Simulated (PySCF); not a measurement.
PySCF 2.14 output of an unrestricted MN15 calculation on a single atom or ion in aug-cc-pVTZ-DK (9s8p6d3f2g, 102 functions), with scalar relativity by spin-free X2C-1e:

```
SCF conv_tol = 1e-09
number electrons alpha = 24  beta = 19
    H. S. Yu, X. He, S. L. Li, and D. G. Truhlar.,  Chem. Sci. 7, 5032-5051 (2016)
    H. S. Yu, X. He, S. L. Li, and D. G. Truhlar.,  Chem. Sci. 7, 5032-5051 (2016)
cycle= 1 E= -4288.05826019724  delta_E= -0.0357  |g|= 0.0697  |ddm|= 1.25
cycle= 2 E= -4288.05883338318  delta_E= -0.000573  |g|= 0.0169  |ddm|= 0.0967
cycle= 3 E= -4288.05887499559  delta_E= -4.16e-05  |g|= 0.00255  |ddm|= 0.0289
cycle= 4 E= -4288.05888104685  delta_E= -6.05e-06  |g|= 0.0016  |ddm|= 0.0143
cycle= 5 E= -4288.05888313539  delta_E= -2.09e-06  |g|= 0.000391  |ddm|= 0.00896
cycle= 6 E= -4288.05888330165  delta_E= -1.66e-07  |g|= 5.71e-05  |ddm|= 0.00349
cycle= 7 E= -4288.05888330501  delta_E= -3.36e-09  |g|= 7.27e-06  |ddm|= 0.000521
cycle= 8 E= -4288.05888330506  delta_E= -4.91e-11  |g|= 9.7e-07  |ddm|= 4.67e-05
converged SCF energy = -4288.05888330506  <S^2> = 8.7539767  2S+1 = 6.0013254
```

The run itself started from symmetry-adapted Hartree-Fock orbitals and held the occupation by maximum overlap, on a logarithmic radial grid, so the iterations belong to that start.

Question: Which element, charge and spin multiplicity is this?

Answer: Tc (technetium, neutral), multiplicity 6; the state was [Kr] 4d6 5s1, high-spin 6D determinant (an excited configuration).
